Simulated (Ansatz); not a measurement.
Zn₁₂O₁₂H₃₂⁻. The state is a doublet with charge -1. Geometry PBE-D4/def2-SVP, that of the neutral singlet; atoms count from 1.

```xyz
56

O    -0.6851    1.2073   -3.4685
O    -3.0962   -1.5317    0.0290
O    -1.6207   -3.0470    1.2924
O     2.0898   -0.3924   -2.8361
O     0.9172   -2.5258    0.6113
O    -0.5286   -1.1269   -1.5887
O    -1.0306    2.0705   -0.6639
O    -1.0543    0.1759    1.4718
O     1.8596    0.3948    0.0272
O     1.5838    2.6694   -1.9195
O     1.3444   -0.6423    3.9825
O     1.2934    1.5539    2.9190
Zn   -2.3671   -1.5314   -2.0152
Zn    0.0818   -0.6046   -3.5052
Zn   -0.2848    2.9365   -2.5659
Zn    0.0312   -3.0260   -1.2150
Zn   -3.0326    0.3259    1.1310
Zn   -1.8200   -0.3260    3.3353
Zn    2.3803   -1.9636   -1.6785
Zn    2.8412    1.1743   -1.6371
Zn    2.5477   -1.2917    0.8624
Zn   -0.0773    0.1552   -0.1713
Zn   -0.7750    1.9132    2.4774
Zn    2.6783    1.6233    1.2844
H    -1.1169    1.3963   -4.3213
H    -2.5907    0.7985   -2.6260
H    -3.9890   -1.9318    0.0342
H    -2.4505   -2.1930    0.6341
H    -0.7081   -2.6200    1.3041
H    -1.4831   -3.7330    0.5840
H     2.6456   -0.4270   -3.6401
H     1.2459   -3.3675    0.9891
H    -2.0096    1.8615   -0.5596
H    -0.8716    2.5986    0.1976
H     2.0925    3.4708   -2.1418
H     1.5925    3.3967    0.0607
H     0.4092   -1.0311    3.9970
H     1.9010   -1.1590    3.3340
H     1.3058    0.5374    3.4387
H     1.6408    2.1884    3.5781
H    -3.4406   -2.1057   -2.9617
H    -3.2703    0.6509   -2.2698
H    -0.0022   -1.6500   -4.6744
H    -0.8840    4.3197   -2.9857
H    -1.0672   -4.1700   -1.0697
H    -3.4553   -0.2741    2.6999
H    -3.5255    1.4630    0.1358
H    -1.0701   -1.4778    4.1416
H     1.4968   -3.2735   -2.1561
H     3.5272   -1.9395   -0.5167
H     4.4084    1.2329   -1.7065
H     3.1684   -1.3488    2.3200
H    -0.8193    3.2342    1.5816
H    -1.5071    1.3633    3.9032
H     1.5841    3.6473    0.8006
H     3.9664    2.3517    1.7360
```

Single mean-field runs in def2-SVP are fitted with def2-universal-jkfit. The highest occupied level of the charge -1 doublet lies above zero (up to 0.97 eV). By energy differences its removal costs 0.28 eV (vertical, to the charge 0 singlet, at PBE0-D4/def2-SVP); self-interaction error and the lack of diffuse functions both raise the level. In the doublet geometry the species has come apart into loosely held pieces.

**Question.** Estimate the Mulliken populations of the heavy atoms from the PBE0/def2-SVP orbitals of Ansatz.

**Answer.** 
| atom | charge (e) | spin (α − β) | d electrons |
| --- | --- | --- | --- |
| O1 | -0.60 | 0.00 | – |
| O2 | -0.43 | 0.00 | – |
| O3 | -0.30 | 0.00 | – |
| O4 | -0.59 | 0.00 | – |
| O5 | -0.58 | 0.00 | – |
| O6 | -0.81 | -0.01 | – |
| O7 | -0.34 | 0.00 | – |
| O8 | -0.82 | 0.00 | – |
| O9 | -0.82 | -0.01 | – |
| O10 | -0.60 | 0.00 | – |
| O11 | -0.29 | 0.00 | – |
| O12 | -0.45 | 0.00 | – |
| Zn13 | 0.49 | 0.03 | 9.94 |
| Zn14 | 0.54 | 0.03 | 9.94 |
| Zn15 | 0.60 | 0.00 | 9.95 |
| Zn16 | 0.36 | 0.13 | 9.93 |
| Zn17 | 0.45 | 0.00 | 9.93 |
| Zn18 | 0.40 | 0.01 | 9.93 |
| Zn19 | 0.32 | 0.41 | 9.92 |
| Zn20 | 0.54 | 0.03 | 9.94 |
| Zn21 | 0.37 | 0.14 | 9.93 |
| Zn22 | 0.86 | 0.18 | 9.96 |
| Zn23 | 0.45 | 0.00 | 9.93 |
| Zn24 | 0.49 | 0.03 | 9.94 |
Mulliken values and Mayer orders depend strongly on the basis.

**Question.** Where does the spin sit?

**Answer.** Summed by element: O -0.03, Zn 0.98, H 0.05, of 1 unpaired in all. Largest on single atoms: Zn19 0.41, Zn22 0.18, Zn21 0.14.

**Question.** And the Mayer bond orders between bonded heavy atoms (over 0.3)?

**Answer.** O1–Zn14 0.44 (1.97 Å); O1–Zn15 0.45 (1.99 Å); O4–Zn14 0.32 (2.13 Å); O4–Zn19 0.44 (1.97 Å); O4–Zn20 0.32 (2.11 Å); O5–Zn16 0.34 (2.09 Å); O5–Zn21 0.37 (2.06 Å); O6–Zn13 0.58 (1.93 Å); O6–Zn14 0.35 (2.08 Å); O6–Zn16 0.40 (2.01 Å); O6–Zn22 0.45 (1.96 Å); O8–Zn17 0.48 (2.01 Å); O8–Zn18 0.35 (2.08 Å); O8–Zn22 0.47 (1.91 Å); O8–Zn23 0.46 (2.03 Å); O9–Zn20 0.35 (2.08 Å); O9–Zn21 0.42 (2.00 Å); O9–Zn22 0.45 (1.96 Å); O9–Zn24 0.57 (1.94 Å); O10–Zn15 0.45 (2.00 Å); O10–Zn20 0.44 (1.97 Å).
